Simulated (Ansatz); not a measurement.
Correlation energies of C₃H₁₀BN (`CBN(C)C`) by basis set

Cartesian coordinates in Å:
```
C 0.694 -2.046 -0.053
B 0.236 -0.757 0.715
N -0.154 0.446 0.126
C -0.563 1.590 0.907
C -0.203 0.708 -1.293
H 1.698 -2.333 0.281
H 0.048 -2.887 0.225
H 0.711 -1.988 -1.143
H 0.207 -0.778 1.919
H -0.513 1.351 1.968
H -1.590 1.887 0.661
H 0.085 2.453 0.709
H 0.108 -0.167 -1.859
H -1.219 0.978 -1.604
H 0.455 1.544 -1.558
```

Total charge 0; spin multiplicity 1. Geometry: relaxed with PBE0-D4/def2-TZVP. It is one conformer, not always the lowest. Frozen core, restricted reference, the Gaussian-basis code of Ansatz. CBS rows extrapolate triple and quadruple zeta; past MP2 they add the triple-zeta difference.

```csv
basis,HF (Eh),MP2 corr.
def2-SVP,-198.45120,-0.69308
def2-TZVPP,-198.66838,-0.84973
def2-QZVPP,-198.67813,-0.90376
cc-pV(D+d)Z,-198.60528,-0.69416
cc-pV(T+d)Z,-198.66296,-0.85190
cc-pV(Q+d)Z,-198.67610,-0.90539
```

**Question.** Estimate the CCSD correlation energy and the (T) correction in each basis where they were run (hartree).

**Answer.** 
```
      basis  CCSD corr.       (T)
   def2-SVP    -0.75898  -0.02232
 def2-TZVPP    -0.90364  -0.03519
  CBS(def2)    -0.99769     as TZ
cc-pV(D+d)Z    -0.76078  -0.02244
cc-pV(T+d)Z    -0.90524  -0.03543
    CBS(cc)    -0.99681     as TZ
```
